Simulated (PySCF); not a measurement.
Two species compared at the same levels of theory.

First species: C3H8ClFSi2.
SMILES: `C=C[SiH2][Si@H](Cl)CF`

Second species: CH7FOSi2.
Numbering: `[CH3:1][O:2][SiH2:3][SiH2:4][F:5]` (hydrogens: H6, H7, H8 on C1; H9, H10 on Si3; H11, H12 on Si4)

Geometry (GFN2-xTB, Å), atoms numbered from 1 in this order:
```
atom  x, y, z in Å
C1    -2.2005   -0.2739    0.3842
O2    -0.8083   -0.2921    0.3992
Si3    0.2036    0.4597   -0.6271
Si4    2.2055   -0.1998    0.2537
F5     3.3139    0.4989   -0.6980
H6    -2.5596   -0.8855    1.2123
H7    -2.5831   -0.6783   -0.5555
H8    -2.5757    0.7454    0.4993
H9    -0.0722    1.9096   -0.6393
H10   -0.0813    0.0440   -2.0145
H11    2.5754   -1.6135    0.1782
H12    2.5835    0.2850    1.5816
```

Levels: PBE0/def2-SVPD for dipole moment, HOMO energy, LUMO energy, HOMO–LUMO gap, static isotropic polarisability and electronic spatial extent ⟨r²⟩ about the centre of nuclear charge; TDDFT PBE0/def2-SVPD for lowest singlet excitation; TDA PBE0/def2-SVPD for lowest triplet excitation (Tamm–Dancoff); GFN2-xTB for rotational constant A and rotational constant C. Geometries: GFN2-xTB. Each structure is a single optimised conformer of the isolated species, non-relativistic unless stated; the electronic structure was computed with PySCF and density fitting.

The conformers computed, where there is a choice (atom-mapped SMILES and torsion angles):
- `[CH2:1]=[CH:2][SiH2:3][Si@H:4]([Cl:5])[CH2:6][F:7]`: C1–C2–Si3–Si4 -108°, C2–Si3–Si4–Cl5 -143°, Si3–Si4–C6–F7 -49°
- `[CH3:1][O:2][SiH2:3][SiH2:4][F:5]`: C1–O2–Si3–Si4 180°, O2–Si3–Si4–F5 180°

Values for the first species:

- Dipole moment: 0.87 D
- HOMO energy: -7.77 eV
- LUMO energy: -0.89 eV
- HOMO–LUMO gap: 6.88 eV
- Lowest singlet excitation: 5.80 eV
- Lowest triplet excitation (Tamm–Dancoff): 4.21 eV
- Static isotropic polarisability: 107.4 au
- Electronic spatial extent ⟨r²⟩ about the centre of nuclear charge: 1764 bohr²
- Rotational constant A: 1.834 GHz
- Rotational constant C: 0.627 GHz

Task: Estimate the same properties for the second species, and the change in each.

Result: 
| property | first | second | second less first |
| --- | --- | --- | --- |
| dipole moment | 0.87 D | 2.57 D | +1.70 D |
| HOMO energy | -7.77 eV | -8.38 eV | -0.61 eV |
| LUMO energy | -0.89 eV | -1.04 eV | -0.15 eV |
| HOMO–LUMO gap | 6.88 eV | 7.34 eV | +0.46 eV |
| lowest singlet excitation | 5.80 eV | 6.02 eV | +0.22 eV |
| lowest triplet excitation (Tamm–Dancoff) | 4.21 eV | 5.30 eV | +1.09 eV |
| static isotropic polarisability | 107.4 au | 70.5 au | -36.9 au |
| electronic spatial extent ⟨r²⟩ about the centre of nuclear charge | 1764 bohr² | 967 bohr² | -797 bohr² |
| rotational constant A | 1.834 GHz | 10.087 GHz | +8.253 GHz |
| rotational constant C | 0.627 GHz | 1.188 GHz | +0.561 GHz |

On the first: S1 lies 1.08 eV below the HOMO–LUMO gap; its leading configuration is HOMO→LUMO, weight 0.77. The vertical singlet–triplet gap S1 − T1 is 1.59 eV (TDDFT singlet less Tamm–Dancoff triplet; S1: HOMO→LUMO, weight 0.77; T1: HOMO→LUMO, weight 0.42).

On the second: The principal polarisabilities are 62.7, 65.8 and 83.0 au; their mean is the isotropic value. S1 lies 1.32 eV below the HOMO–LUMO gap; its leading configuration is HOMO→LUMO, weight 0.98.
